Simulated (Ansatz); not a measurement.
`BB(C)C[SiH3]` + `[OH][SnH3]` → `[SiH3]C[O][SnH3]` + `BBC`  (substitution at a C–B bond)

Program: Ansatz. Geometries: PBE0-D4/def2-TZVP. ΔE: electronic, gas phase. CCSD(T)/CBS adds triple-zeta CCSD(T) − MP2 to the extrapolated MP2 energy (def2 sets, frozen cores). DFT in def2-TZVPP. def2 core potentials past Kr. For Sn outer-core shells are correlated without core-valence functions, which leaves a few kJ/mol of doubt a bond. One conformer a species, not always the lowest.

`BB(C)C[SiH3]`:

Z-matrix (Å, degrees):
```
C
B 1 1.577
H 1 1.094 2 113.1
H 1 1.092 2 115.2 3 -126.3
H 1 1.100 2 106.5 3 116.5
C 2 1.561 1 118.9 3 -31.4
B 2 1.656 1 119.1 3 152.6
Si 6 1.885 2 108.8 1 -86.2
H 6 1.096 2 112.9 1 31.0
H 6 1.095 2 114.7 1 156.7
H 7 1.202 2 121.1 1 -91.0
H 7 1.201 2 123.5 1 87.4
H 8 1.487 6 110.1 2 177.5
H 8 1.487 6 110.6 2 -62.6
H 8 1.487 6 110.8 2 57.6
```

`[OH][SnH3]`:

```xyz
6

O     1.281    0.753   -0.214
Sn   -0.395   -0.276   -0.112
H     1.546    1.130    0.627
H    -1.640    0.767    0.419
H    -0.173   -1.566    0.989
H    -0.620   -0.808   -1.709
```

`[SiH3]C[O][SnH3]`:

Z-matrix (Å, degrees):
```
Si
C 1 1.889
H 1 1.491 2 109.5
H 1 1.486 2 110.1 3 119.8
H 1 1.486 2 110.1 3 -119.8
O 2 1.412 1 107.8 3 -180.0
H 2 1.102 1 109.1 3 57.8
H 2 1.102 1 109.1 3 -57.8
Sn 6 1.973 2 119.0 1 180.0
H 9 1.698 6 104.0 2 -179.9
H 9 1.708 6 106.9 2 59.6
H 9 1.709 6 106.9 2 -59.5
```

`BBC`:

Cartesian coordinates in Å:
```
B -1.358 0.603 -0.634
B -0.251 -0.462 -0.064
C 1.185 -0.160 0.477
H -2.159 1.143 0.080
H -1.447 0.865 -1.803
H -0.600 -1.619 -0.031
H 1.554 0.856 0.331
H 1.157 -0.354 1.559
H 1.918 -0.872 0.084
```

```
           species  B2PLYP energy (Eh)
    `BB(C)C[SiH3]`          -421.18147
      `[OH][SnH3]`          -291.68937
`[SiH3]C[O][SnH3]`          -621.53197
             `BBC`           -91.29274
```

**Question.** Work out ΔE.

**Answer.** ΔE = (-621.53197) + (-91.29274) − (-421.18147) − (-291.68937) = 0.04613 Eh = +28.9 kcal/mol. CCSD(T)/CBS gives +30.7 kcal/mol.

Largest T1 diagnostic among the species: 0.014.

The D4 term adds +1.1 kcal/mol with B3LYP and +0.7 kcal/mol with PBE0; it sums over pairs of atoms, weighted by their polarisabilities, and B3LYP, whose exchange is more repulsive, gets the larger term. From PBE to PBE0 (25 % exact exchange), in def2-TZVPP and without D4, ΔE moves by +1.1 kcal/mol.

B3LYP here is the variant with VWN-RPA as its local correlation; programs differ in this.
